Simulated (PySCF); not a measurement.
Precursor series Ti NH2-H. Isolated molecules, 0 K electronic values unless said otherwise. One relaxed conformer stands for each flexible species; it need not be the lowest.

The LUMO from two functionals at the same geometries (BP86-D3(BJ)/def2-SVP), both in PySCF: PBE-D3(BJ)/def2-TZVP and TPSSh-D3(BJ)/def2-TZVP. 

```csv
species,PBE-D3(BJ)/def2-TZVP (eV)
0 of 4 NH2 replaced by H,-1.71
1 of 4 NH2 replaced by H,-1.92
3 of 4 NH2 replaced by H,-3.69
4 of 4 NH2 replaced by H,-4.32
```

Task: What does TPSSh-D3(BJ)/def2-TZVP give for each?

Result: 
- 0 of 4 NH2 replaced by H: -1.23
- 1 of 4 NH2 replaced by H: -1.41
- 3 of 4 NH2 replaced by H: -3.02
- 4 of 4 NH2 replaced by H: -3.60
Over these rows, drawn at random from the members with no instability flagged (it was tested for open shells, ions and some series alone), PBE minus TPSSh-D3(BJ): mean -0.59 eV, from -0.72 eV to -0.48 eV.
